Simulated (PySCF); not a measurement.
SiBrI, SMILES Br[Si]I (connectivity only; charge and spin as stated), neutral, multiplicity 1.

Geometry optimised at PBE0-D3(BJ)/def2-TZVP. The def2 effective core potentials stand for the cores of I; spin–orbit coupling is left out.

The numbers are results of TDA-M06-2X/def2-SVPD (PySCF 2.14.0), not measurements.

Vertical excitations. The molecule is in vacuum. State labels are in the subgroup Cs.

### Question
Estimate the UV-visible absorptions. (The exact figures need the calculation; the answer reports its results.)

### Answer

```tsv
state	symmetry	energy (eV)	λ (nm)	f	main pairs
S1	A"	3.09	402	0.012	HOMO→LUMO 98 %
S2	A"	3.58	346	0.000	HOMO−1→LUMO 99 %
S3	A'	4.39	283	0.038	HOMO−2→LUMO 87 %
S4	A"	5.19	239	0.005	HOMO−4→LUMO 98 %
S5	A'	5.27	235	0.066	HOMO→LUMO+1 58 %, HOMO−3→LUMO 23 %, HOMO→LUMO+2 11 %
S6	A'	5.66	219	0.012	HOMO−1→LUMO+1 44 %, HOMO→LUMO+2 21 %, HOMO−3→LUMO 19 %, HOMO→LUMO+1 9 %
S7	A'	5.82	213	0.094	HOMO−3→LUMO 47 %, HOMO−1→LUMO+1 15 %, HOMO→LUMO+2 13 %, HOMO→LUMO+1 12 %
S8	A"	5.86	212	0.000	HOMO−5→LUMO 63 %, HOMO−2→LUMO+1 34 %
S9	A"	5.97	208	0.003	HOMO−2→LUMO+1 62 %, HOMO−5→LUMO 34 %
S10	A'	6.25	199	0.211	HOMO−1→LUMO+2 45 %, HOMO→LUMO+2 25 %, HOMO−1→LUMO+1 12 %
T1	A"	2.03	610	0	HOMO→LUMO 93 %
T2	A"	3.47	358	0	HOMO−1→LUMO 97 %
T3	A'	3.64	341	0	HOMO−2→LUMO 98 %
T4	A'	4.52	275	0	HOMO→LUMO+1 89 %
```
Triplets are in the Tamm–Dancoff approximation.
